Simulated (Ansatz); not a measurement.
Stretching the B1–H2 bond in BH5OSi (SMILES BO[SiH3]) (multiplicity 1 held, fragments rigid). Energies count from the point at 1.194 Å.
Geometry at that point (charge 0, multiplicity 1):
```xyz
8

B     -0.3553     0.1677     1.7461
H     -1.1220     0.7228     2.4744
H      0.5157    -0.5422     2.1656
O     -0.4893     0.3573     0.4177
Si     0.3307    -0.2012    -0.9148
H      0.8626     0.9682    -1.6432
H     -0.6298    -0.9343    -1.7642
H      1.4354    -1.0943    -0.4978
```

Restricted levels (R-, RO-) in cc, def2 and unpolarised 6-31G sets keep to the state of the molecule at rest. U- levels take the lowest unrestricted solution at each point, which mixes spins at long bonds. Active spaces are followed from a long bond inwards. Curves can end on different states.

Cores are frozen in the correlated methods.

Codes used: Ansatz (a quantum-chemistry and plane-wave program). Each number belongs to the level named beside it.

Energies in kcal/mol.

| R (Å) | R-MP2/cc-pV(D+d)Z | U-MP2/cc-pV(D+d)Z | SC-NEVPT2 on CASSCF(2,2)/cc-pV(D+d)Z | FIC-MRCISD+Q on CASSCF(2,2)/cc-pV(D+d)Z |
|---|---|---|---|---|
| 0.955 | 27.7 | 27.7 | 28.7 | 28.0 |
| 1.075 | 6.1 | 6.1 | 6.7 | 6.3 |
| 1.194 | 0.0 | 0.0 | 0.0 | 0.0 |
| 1.314 | 2.6 | 2.6 | 1.9 | 2.3 |
| 1.433 | 10.0 | 10.0 | 8.6 | 9.3 |
| 1.612 | 25.4 | 25.4 | 22.5 | 23.8 |
| 1.791 | 42.2 | 42.2 | 37.6 | 39.4 |
| 2.090 | 68.7 | 75.2 | … | 62.8 |
| 2.389 | 91.0 | 91.7 | … | 80.3 |
| 2.747 | 111.6 | 99.1 | 90.6 | 93.7 |
| 3.225 | 129.9 | 102.1 | … | 102.0 |
| 3.822 | 140.6 | 103.0 | 101.9 | 105.1 |

Q: Complete the blanks.

A: 
- 2.389, SC-NEVPT2 on CASSCF(2,2)/cc-pV(D+d)Z: 77.5
- 3.225, SC-NEVPT2 on CASSCF(2,2)/cc-pV(D+d)Z: 98.9
- 2.090, SC-NEVPT2 on CASSCF(2,2)/cc-pV(D+d)Z: 60.3

Doubts at one or more of the structures used: a restricted determinant that unrestricted orbitals would lower (R-MP2/cc-pV(D+d)Z); a spin-contaminated determinant (U-MP2/cc-pV(D+d)Z).
